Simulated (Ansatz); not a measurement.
# A ladder of methods for CuOH (SMILES [Cu]O)

CuOH has 3 atoms, charge 0, and is taken as a singlet. SMILES: `[Cu]O`. Geometry: optimised at r2SCAN/def2-SVP.

```csv
atom,x (Å),y (Å),z (Å)
Cu,-1.1286,0.2720,-0.5853
O,0.4115,0.3231,0.2610
H,0.7171,-0.5951,0.3242
```

Each level gives the adiabatic ionisation energy (to the doublet cation, shapes relaxed at r2SCAN/def2-SVP, no zero-point term) (eV). The values are calculated.

| level | kind | program | value (eV) | less CCSD(T)/def2-TZVPP | CPU time (all runs) |
| --- | --- | --- | --- | --- | --- |
| HF/def2-TZVPP | Hartree–Fock | Ansatz | 7.08 | -2.02 | 17 s |
| SVWN5/def2-TZVPP | LDA | Ansatz | 9.61 | +0.51 | 5.9 s |
| BLYP/def2-TZVPP | GGA | Ansatz | 9.16 | +0.06 | 16 s |
| r2SCAN/def2-TZVPP | meta-GGA | Ansatz | 9.04 | -0.06 | 19 s |
| wB97M-V/def2-TZVPP | range-separated hybrid | Ansatz | 9.10 | 0.00 | 30 s |
| RPA@PBE/def2-TZVPP | RPA | Ansatz | 9.00 | -0.10 | 21 s |
| MP2/def2-TZVPP | perturbation theory | Ansatz | 9.63 | +0.53 | 20 s |
| CCSD(T)/def2-TZVPP | coupled cluster or CI | Ansatz | 9.10 | 0.00 | 48 s |

CCSD(T)/def2-TZVPP is the highest level here, not the true value. The values span 7.08 to 9.63 eV. Times are those of the runs behind each value, whatever else they computed, on shared processors of several kinds: orders of magnitude only.
